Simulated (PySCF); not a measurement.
Isomers of C8H8F2.

All values: PBE0/pcSseg-1 (PySCF) at GFN2-xTB geometries, gas phase, one conformer each.

(1) Rank by the highest IAO charge on any atom, lowest value first.
A. `[CH3:1][C:2]#[C:3][C@@H:4]([F:5])[C:6]1=[CH:7][CH2:8][C@@H:9]1[F:10]` with C3–C4–C6–C7 -118°
B. `[CH:1]#[C:2][CH2:3][C:4](=[CH2:5])/[CH:6]=[C:7](/[F:8])[CH2:9][F:10]` with C2–C3–C4–C5 -111°, C3–C4–C6–C7 8°, C6–C7–C9–F10 63°
C. `[CH:1]#[C:2][CH2:3][C:4](=[CH2:5])[CH2:6][CH:7]=[C:8]([F:9])[F:10]` with C2–C3–C4–C5 -112°, C3–C4–C6–C7 76°, C4–C6–C7–C8 -114°

(2) Rank by HOMO energy, lowest first.
A. `[CH:1]#[C:2][CH2:3][C:4](=[CH2:5])[CH2:6][CH:7]=[C:8]([F:9])[F:10]` with C2–C3–C4–C5 -112°, C3–C4–C6–C7 76°, C4–C6–C7–C8 -114°
B. `[CH:1]#[C:2][CH2:3][C:4](=[CH2:5])/[CH:6]=[C:7](/[F:8])[CH2:9][F:10]` with C2–C3–C4–C5 -111°, C3–C4–C6–C7 8°, C6–C7–C9–F10 63°
C. `[CH3:1][C:2]#[C:3][C@@H:4]([F:5])[C:6]1=[CH:7][CH2:8][C@@H:9]1[F:10]` with C3–C4–C6–C7 -118°

(3) Rank by dipole moment, highest first.
A. `[CH:1]#[C:2][C@H:3]([CH3:4])[C:5](=[CH2:6])[CH:7]=[C:8]([F:9])[F:10]` with C2–C3–C5–C6 22°, C3–C5–C7–C8 5°
B. `[CH3:1][C:2]#[C:3][C@@H:4]([F:5])[C:6]1=[CH:7][CH2:8][C@@H:9]1[F:10]` with C3–C4–C6–C7 -118°
C. `[CH:1]#[C:2][CH2:3][C:4](=[CH2:5])/[CH:6]=[C:7](/[F:8])[CH2:9][F:10]` with C2–C3–C4–C5 -111°, C3–C4–C6–C7 8°, C6–C7–C9–F10 63°

Answers

(1) A (+0.181 e), B (+0.263 e), C (+0.539 e).

(2) C (-7.58 eV), A (-7.42 eV), B (-6.90 eV).

(3) B (2.43 D), C (1.38 D), A (0.99 D).

All values together:

```
                    SMILES  μ (D)  HOMO (eV)  LUMO (eV)  lowest IAO charge (e)  highest IAO charge (e)  lowest Hirshfeld charge (e)  highest Hirshfeld charge (e)
         C#CCC(=C)CC=C(F)F   1.51      -7.42      -0.17             -0.333 (C)              +0.539 (C)                   -0.122 (C)                    +0.168 (C)
   C#C[C@H](C)C(=C)C=C(F)F   0.99      -6.84      -0.81             -0.404 (C)              +0.538 (C)                   -0.117 (C)                    +0.175 (C)
CC#C[C@@H](F)C1=CC[C@@H]1F   2.43      -7.58      -0.19             -0.438 (C)              +0.181 (C)                   -0.126 (F)                    +0.074 (C)
       C#CCC(=C)/C=C(/F)CF   1.38      -6.90      -1.23             -0.323 (F)              +0.263 (C)                   -0.117 (C)                    +0.092 (H)
```

Conformers: `[CH:1]#[C:2][CH2:3][C:4](=[CH2:5])[CH2:6][CH:7]=[C:8]([F:9])[F:10]` with C2–C3–C4–C5 -112°, C3–C4–C6–C7 76°, C4–C6–C7–C8 -114°; `[CH:1]#[C:2][C@H:3]([CH3:4])[C:5](=[CH2:6])[CH:7]=[C:8]([F:9])[F:10]` with C2–C3–C5–C6 22°, C3–C5–C7–C8 5°; `[CH3:1][C:2]#[C:3][C@@H:4]([F:5])[C:6]1=[CH:7][CH2:8][C@@H:9]1[F:10]` with C3–C4–C6–C7 -118°; `[CH:1]#[C:2][CH2:3][C:4](=[CH2:5])/[CH:6]=[C:7](/[F:8])[CH2:9][F:10]` with C2–C3–C4–C5 -111°, C3–C4–C6–C7 8°, C6–C7–C9–F10 63°.
